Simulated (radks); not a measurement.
The nuclear charge of neutral molybdenum is varied continuously with 42 electrons held in [Kr] 4d5 5s1. All-electron calculation, scalar-relativistic Kohn-Sham, BLYP, spin-polarised, spherical densities, finite nucleus; open shells are filled with parallel spins first (spin-orbit coupling, left out, can overturn this in heavy ions); Fermi nuclear charge, rms radius 4.4091 fm. Program: a radial shooting solver on a logarithmic mesh with Libxc functionals. By the Hellmann-Feynman theorem dE/dZ = E(electron-nucleus)/Z, the electronic potential at the nucleus (averaged over a nucleus of fixed radius). The scalar-relativistic energy here is not variational (the density holds large components alone), so the two differ by a part that grows with Z.

| Z | E (hartree) | E(electron-nucleus)/Z (hartree) | HOMO | e(HOMO) (eV) | <r> HOMO (bohr) |
|---|---|---|---|---|---|
| 41.75 | -3991.25134 | -230.452 | 4d | -2.164 | 2.093 |
| 42 | -4049.23457 | -232.356 | 4d | -4.257 | 1.975 |
| 42.25 | -4107.69616 | -234.256 | 5s | -6.083 | 3.334 |
| 42.5 | -4166.63536 | -236.154 | 5s | -7.911 | 3.198 |
| 42.75 | -4226.05164 | -238.049 | 5s | -9.870 | 3.077 |
| 43 | -4285.94465 | -239.944 | 5s | -11.952 | 2.968 |

The central difference of E at Z = 42 is -232.890 hartree, to compare with the third column; the second derivative is -7.65 hartree.
